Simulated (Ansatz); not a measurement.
Reaction (cleavage of the B–Ge bond): `[BH2][GeH2][OH]` + `[BH2][AlH][OH]` → `B[O][AlH][BH2]` + `[OH][GeH3]`

Program: Ansatz. Geometries: PBE0-D4/def2-TZVP. ΔE: electronic, gas phase. CCSD(T)/CBS is the MP2 limit (def2-TZVPP, def2-QZVPP) plus CCSD(T) − MP2 in def2-TZVPP, frozen cores. DFT in def2-TZVPP. For Ge outer-core shells are correlated without core-valence functions, which leaves a few kJ/mol of doubt a bond. Scalar relativity is left out up to krypton. One conformer a species, not always the lowest.

`[BH2][GeH2][OH]`:

Z-matrix (Å, degrees):
```
Ge
O 1 1.791
B 1 2.050 2 108.1
H 1 1.549 2 108.7 3 -122.0
H 1 1.549 2 108.7 3 122.1
H 2 0.959 1 112.5 3 -179.9
H 3 1.195 1 119.5 2 179.8
H 3 1.193 1 121.4 2 -0.3
```

`[BH2][AlH][OH]`:

Cartesian coordinates in Å:
```
B -0.685 -0.954 0.984
Al 0.573 0.230 -0.246
O -0.204 1.301 -1.317
H -1.078 -2.039 0.655
H -1.044 -0.603 2.073
H 2.168 0.186 -0.238
H 0.271 1.879 -1.912
```

`B[O][AlH][BH2]`:

Cartesian coordinates in Å:
```
B -1.324 -0.028 -1.807
O -0.528 0.348 -0.808
Al 0.485 0.810 0.467
B 1.163 -0.721 1.768
H -0.844 -0.344 -2.866
H -2.518 -0.052 -1.641
H 0.821 2.357 0.554
H 2.177 -1.331 1.575
H 0.566 -1.039 2.758
```

`[OH][GeH3]`:

Z-matrix (Å, degrees):
```
Ge
O 1 1.783
H 1 1.531 2 104.3
H 1 1.541 2 109.9 3 119.6
H 1 1.541 2 109.9 3 -119.6
H 2 0.959 1 112.7 3 180.0
```

```
          species  ωB97X-V energy (Eh)
`[BH2][GeH2][OH]`          -2179.88146
 `[BH2][AlH][OH]`           -344.88530
 `B[O][AlH][BH2]`           -370.36685
     `[OH][GeH3]`          -2154.45890
```

Q: Work out ΔE.

A: ΔE = (-370.36685) + (-2154.45890) − (-2179.88146) − (-344.88530) = -0.05899 Eh = -37.0 kcal/mol. CCSD(T)/CBS gives -36.0 kcal/mol.

Largest T1 diagnostic among the species: 0.014.

At CCSD(T), def2-SVP lies −7.1 kcal/mol from the extrapolated value and def2-TZVPP −0.8 kcal/mol. Leaving LDA and LC-ωPBE aside and taking each functional with its dispersion term where it has one, the values, not all of them listed here, spread over 4.1 kcal/mol, from CAM-B3LYP-D4 to revPBE-D4. LDA lies −2.2 kcal/mol from PBE without D4. In def2-TZVPP, CCSD(T) changes the Hartree–Fock value by +3.7 kcal/mol (the triples alone add +0.1 kcal/mol) and MP2 by +2.9 kcal/mol.
